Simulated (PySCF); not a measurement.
B₂H₆NP.
Numbering: `[BH2:1][PH:2][BH:3][NH2:4]` (hydrogens: H5, H6 on B1; H7 on P2; H8 on B3; H9, H10 on N4)

Computed by this run: PySCF, PBE0-D3(BJ)/def2-SVP geometry optimisation, gas phase; density fitting, grid level 1; the optimiser is geomeTRIC in internal coordinates, started from a GFN2-xTB structure with every atom displaced at random (about 0.01 Å).

Step 0: E = -12217.5278 eV
```
atom  x, y, z in Å  |  force x, y, z in eV/Å
B1      1.8973   -0.1586    0.0304   -1.019   1.164   0.178
P2      0.5046   -0.8932    0.9311    0.030   0.168   0.346
B3     -1.1991   -0.2835    0.3967    1.595   1.232   0.328
N4     -1.3592    1.0776    0.2412   -2.649  -0.182  -0.568
H5      2.8131   -0.7714   -0.2876    1.313  -0.890  -0.338
H6      1.8625    1.0308   -0.1616    0.027   0.118  -0.054
H7      0.5327   -2.2480    0.7071    0.009  -1.058  -0.055
H8     -2.0499   -1.0259    0.2550   -1.463  -1.192  -0.244
H9     -2.2801    1.4889    0.0085    0.860  -0.403   0.174
H10    -0.6716    1.7616    0.3789    1.296   1.043   0.233
```

Step 1: E = -12217.6801 eV
```
atom  x, y, z in Å  |  force x, y, z in eV/Å
B1      1.8685   -0.1321    0.0280    0.223  -0.172  -0.134
P2      0.5266   -0.9489    0.9726   -0.022  -0.108   0.027
B3     -1.1684   -0.2426    0.4641   -0.182  -0.513   0.069
N4     -1.3911    1.1146    0.3067    0.751   0.162   0.108
H5      2.8276   -0.7572   -0.3751   -0.103   0.092   0.123
H6      1.8178    1.0641   -0.1247   -0.026   0.062   0.004
H7      0.5205   -2.3437    0.6925   -0.029   0.183   0.049
H8     -2.0848   -1.0302    0.2915    0.217   0.169  -0.070
H9     -2.1957    1.4297   -0.1955   -0.584   0.357  -0.039
H10    -0.6706    1.8245    0.4396   -0.244  -0.234  -0.137
```

Question: Estimate the geometry and energy of step 2. (The exact step hangs on the optimiser's Hessian estimate; all steps are aligned on step 1, rigid shifts and turns removed.)

Answer: E = -12217.7268 eV, largest force 0.292 eV/Å
```
atom  x, y, z in Å  |  force x, y, z in eV/Å
B1      1.8851   -0.1357    0.0199    0.088  -0.042   0.026
P2      0.5210   -0.9397    0.9488   -0.023   0.034  -0.088
B3     -1.1839   -0.2665    0.4224   -0.282   0.005   0.056
N4     -1.4012    1.0996    0.2799    0.190   0.165  -0.149
H5      2.8735   -0.7518   -0.2997   -0.021   0.018   0.031
H6      1.8226    1.0573   -0.1689   -0.022   0.001  -0.012
H7      0.5297   -2.3344    0.7132   -0.002   0.006   0.003
H8     -2.0948   -1.0506    0.2695    0.067   0.043  -0.017
H9     -2.2544    1.5303   -0.0591   -0.008  -0.257   0.122
H10    -0.6472    1.7697    0.3738    0.015   0.027   0.029
```

The energy changes by -0.0466 eV. The first-order estimate −F·Δx gives -0.0869 eV and the mean of the old and new forces, exact on a quadratic surface, -0.0407 eV. The step makes an angle of 74° with the force vector and moves no atom by more than 0.179 Å.

The cost below is that of the whole optimisation. Hardware: Arm Neoverse V1, one thread, no GPU, shared host with 32 logical CPUs at a one-minute load of 46. Cost: 30 s wall, 0.38 GiB resident at most.
